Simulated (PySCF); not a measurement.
Species: C₃H₄F₃I.
Numbering: `[F:1][C:2]([F:3])([F:4])[CH2:5][CH2:6][I:7]` (hydrogens: H8, H9 on C5; H10, H11 on C6)

Level of theory: PySCF 2.14.0, PBE0-D3(BJ)/def2-SVP geometry optimisation, gas phase, def2 core potentials past Kr.

(1) What internal coordinates does the optimisation give?

Results:

(1) 
```json
{"bond": "F1–C2, C2–F3, C2–F4", "length (pm)": "133.6"}
{"bond": "C2–C5", "length (pm)": "151.0"}
{"bond": "C5–C6", "length (pm)": "151.3"}
{"bond": "C6–I7", "length (pm)": "215.0"}
{"bond": "C5–H8, C5–H9", "length (pm)": "110.0"}
{"bond": "C6–H10, C6–H11", "length (pm)": "109.7"}
```

Bonds in one row agree within 1 pm and their mean is given. A selection of angles:
```json
{"angle": "F1–C2–F3", "degrees": "107.2"}
{"angle": "F1–C2–C5", "degrees": "111.5"}
{"angle": "C2–C5–C6", "degrees": "111.6"}
{"angle": "C2–C5–H8", "degrees": "107.4"}
{"angle": "C6–C5–H8", "degrees": "111.4"}
{"angle": "H8–C5–H9", "degrees": "107.5"}
{"angle": "C5–C6–I7", "degrees": "112.0"}
{"angle": "C5–C6–H10", "degrees": "111.8"}
{"angle": "I7–C6–H10", "degrees": "105.9"}
{"angle": "H10–C6–H11", "degrees": "109.2"}
```

Dihedral angles: F1–C2–C5–C6 60° (synclinal); C2–C5–C6–I7 180° (antiperiplanar).

Of the pairs four or more bonds apart, F1···H10 is among the closest relative to their van der Waals radii: 2.62 Å, 98 % of the sum of Bondi's values.

Point group: Cs (every atom within 0.08 Å of its image). Not checked by PBE0-D3(BJ)/def2-SVP frequencies. One conformer, not necessarily the lowest.
